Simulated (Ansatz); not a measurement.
## Energy profile

The step: AlNH₂Cl₂ ([NH2][Al]([Cl])[Cl]) + H₂ → AlHCl₂ ([Cl][AlH][Cl]) + NH₃ (still joined by a long Al–N bond); bonds formed: Al1–H6, N2–H5; bonds broken: H5–H6; bonds weakened to dative contacts: Al1–N2 (atoms numbered as in the saddle structure below).

Al1  (-0.623, -0.339, -0.431)
N2  (0.580, 0.215, 0.879)
Cl3  (-0.432, -2.332, -1.036)
Cl4  (-2.476, 0.631, -0.411)
H5  (0.836, 0.670, -0.439)
H6  (0.511, 0.646, -1.389)
H7  (0.338, 0.927, 1.555)
H8  (1.265, -0.417, 1.271)
(Å)

Electronic energies by CCSD(T) at an estimated basis limit (MP2 extrapolated from triple and quadruple zeta, plus CCSD(T) − MP2 in triple zeta), on PBE0-D4/def2-TZVP structures; AlNH$_{4}$Cl$_{2}$, closed shell; no counterpoise correction. Ansatz 0.2.0; basis: def2-TZVPP and def2-QZVPP; cores frozen in the correlated methods. Extrapolation: Hartree–Fock as exp(−7.88 √X), correlation as X^−2.97.

**Question.** Give the profile in kcal/mol, counted from the separated reactants. (An estimate is asked for; the value comes from the calculation.)

**Answer.** Computed:
```json
{"point": "separated: AlNH$_{2}$Cl$_{2}$ (linked as [NH2][Al]([Cl])[Cl]; Al1, N2, Cl3, Cl4, H7, H8; singlet) + H$_{2}$ (H5, H6; singlet)", "kcal/mol": "0.00"}
{"point": "start structure", "kcal/mol": "-1.22"}
{"point": "saddle", "kcal/mol": "19.69"}
{"point": "end structure", "kcal/mol": "-17.28"}
{"point": "separated: AlHCl$_{2}$ (linked as [Cl][AlH][Cl]; Al1, Cl3, Cl4, H6; singlet) + NH$_{3}$ (N2, H5, H7, H8; singlet)", "kcal/mol": "17.92"}
```

No T1 diagnostic of these runs exceeds 0.010. The end structure is not quite a true minimum (one mode of 75i cm⁻¹).

For scale, one of the runs: CCSD(T)/def2-TZVPP, 213 basis functions, launched by `ansatz run in.yaml --threads 4 --pin off --events-out ev --progress --plain --max-ram 9574MiB`. Hardware: 4 CPU threads of an Arm Neoverse V2, shared host. Wall time 45 s; peak host memory 2.8 GiB.
